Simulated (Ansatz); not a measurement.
FH$_{7}$N$_{2}$Si$_{2}$ (`N[Si](N)(F)[SiH3]`), relaxed with RKS PBE-D4/def2-SVP in Ansatz 0.2.0 from a rough embedded geometry. The force threshold is 0.03 eV/Å; the program also tests the step.

The species carries charge 0 and has multiplicity 1.

Start:

```xyz
12

N    -0.348   -1.187   -1.209
Si   -0.198    0.232   -0.440
N     1.257    0.593   -1.173
F    -1.226    1.242   -1.031
Si   -0.293    0.229    1.889
H     0.328   -1.916   -0.850
H    -1.262   -1.631   -1.006
H     1.247    0.204   -2.052
H     1.339    1.609   -1.337
H     0.731   -0.738    2.423
H    -1.610   -0.213    2.330
H     0.034    1.576    2.456
```

Problem. By how much does the energy fall, and how many steps does the optimiser take? (An estimate is asked.)

Solution. Computed: 29.00 kcal/mol, in 9 steps, 1 of them rejected.

Problem. Which bonds change most? (Estimate.)

Solution. Computed: N1–Si2 from 1.621 to 1.733 Å; Si2–F4 from 1.557 to 1.653 Å; N3–H8 from 0.961 to 1.024 Å; Si2–N3 from 1.669 to 1.722 Å.

Problem. Give the relaxed structure. (Estimate.)

Solution. The calculation gave: 
```xyz
12

N    -0.499   -1.439   -1.208
Si   -0.262    0.131   -0.513
N     1.239    0.707   -1.128
F    -1.607    0.971   -0.978
Si   -0.206    0.345    1.829
H     0.219   -2.154   -1.076
H    -1.435   -1.852   -1.187
H     1.442    0.618   -2.128
H     1.693    1.527   -0.722
H     0.802   -0.608    2.422
H    -1.553    0.015    2.418
H     0.166    1.739    2.272
```
